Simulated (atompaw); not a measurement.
# manganese (Mn): one change to a PAW (atompaw) potential, before and after

```json
{
 "Element": "manganese",
 "Generator": "atompaw 4.2.0.5",
 "Type": "PAW",
 "Functional": "PBEsol",
 "Relativity": "scalar-relativistic",
 "Frozen core": "[Ne]",
 "Valence charge": "15",
 "Reference configuration": "3s2 3p6 3d6 4s1 4p0",
 "Partial waves": "3s (bound): rc 1.15 bohr; 4s (bound): rc 1.25 bohr; 3p (bound): rc 1.35 bohr; 4p (bound, empty): rc 1.70 bohr; 3d (bound): rc 1.10 bohr; 3d channel at 1.25 Ry: rc 1.70 bohr",
 "Local potential": "ultrasoft scheme with l = 3 at 0.5 Ry, radius 1.40 bohr",
 "Core correction": "smooth core density matched at 1.20 bohr",
 "Augmentation charge": "besselshape compensation charge, radius 1.45 bohr; PAW radius 1.70 bohr; waves and projectors: modrrkj vanderbiltortho"
}
```

Change: wave 3d (bound): rc 1.10 bohr becomes 3d (bound): rc 0.88 bohr.

Cutoffs: the cutoffs (Ry, on a coarse ladder) from which the occupation-weighted sum of valence levels, in a spherical-Bessel basis at the reference potential, stays within 10 and 1 mRy of its value at 400 Ry; they do not see the model core or the augmentation charge, which bear on the density cutoff.

Question: What does the change do?

Answer: The potential gets harder (80 Ry and 140 Ry → 120 Ry and 200 Ry); neither file shows a bound ghost.

| quantity | base | changed |
| --- | --- | --- |
| cutoff, loose | 80 Ry | 120 Ry |
| cutoff, tight | 140 Ry | 200 Ry |
| loose cutoff by channel (10 mRy a level) | s 25 Ry, p 35 Ry, d 60 Ry | s 25 Ry, p 35 Ry, d 90 Ry |
| bound ghosts | none | none |
| s: phases at 1.71 bohr within 0.05 rad from the reference energy up to (Ry; the scan ends near 5) | to the end of the scan | to the end of the scan |
| p: phases at 1.71 bohr within 0.05 rad from the reference energy up to (Ry; the scan ends near 5) | 3.1 | 3.1 |
| d: phases at 1.71 bohr within 0.05 rad from the reference energy up to (Ry; the scan ends near 5) | n/a | n/a |
| lowest overlap eigenvalue by channel | s 0.51, p 0.74, d 0.39 | s 0.51, p 0.74, d 0.31 |

 The cutoffs see the waves, projectors and local potential, not the compensation charge or the core.
